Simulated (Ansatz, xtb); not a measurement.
## A geometry optimisation of CH4BrSi with r2SCAN-D4/def2-SVP

The starting geometry of this gas-phase doublet has its atoms placed at random.

```yaml
atoms:
  - { symbol: C, position_ang: [1.4346, 0.7482, 0.5485] }
  - { symbol: Br, position_ang: [0.9125, 0.2961, -1.0149] }
  - { symbol: Si, position_ang: [-0.6580, -0.6949, 0.3323] }
  - { symbol: H, position_ang: [0.4372, 1.7450, -1.3730] }
  - { symbol: H, position_ang: [0.0091, 0.7298, 1.1507] }
  - { symbol: H, position_ang: [-0.2839, 0.2316, -0.4555] }
  - { symbol: H, position_ang: [-0.1555, -1.1569, -1.7722] }
```

One run relaxed it with r2SCAN-D4/def2-SVP. What is a likely outcome?

It loosens into CH3Si + BrH, which stay close as a complex. Distances that change by over a tenth: Br2–H7 (1.96 → 4.88 Å), Si3–H6 (1.27 → 1.49 Å). Contacts that open: C1–Br2 (1.71 → 3.50 Å), Br2–Si3 (2.29 → 4.26 Å), Br2–H6 (1.32 → 4.82 Å), Si3–H5 (1.77 → 2.77 Å). Contacts that close: C1–Si3 (2.55 → 1.69 Å), C1–H5 (1.55 → 1.09 Å), Si3–H7 (2.21 → 1.49 Å).

The energy falls by 14.41 eV over 43 steps:

```tsv
step	E − E(last) (eV)
1	14.414
6	2.975
10	1.302
15	0.239
20	0.144
24	0.125
29	0.078
34	0.034
38	0.005
43	0.000
```

Final geometry (Å):

```xyz
7

C     0.3960    0.3173    0.6158
Br    1.8535    2.3494   -1.8322
Si   -0.6147   -0.7328   -0.2424
H     1.1623    1.4160   -0.9507
H     0.9959    0.8856    1.3199
H    -1.9818   -0.3345   -0.6642
H    -0.1153   -2.0022   -0.8303
```

From the same start GFN2-xTB ends elsewhere, at `[CH2][SiH2]Br`.

From so rough a start the end depends on the optimiser's path, so another program may land elsewhere. No frequencies were run, so the end isn't proven a minimum. Open shells are spin-unrestricted. Run with Ansatz 0.2.0, 4.5 min on 2 threads of Arm Neoverse V1, on a shared host.
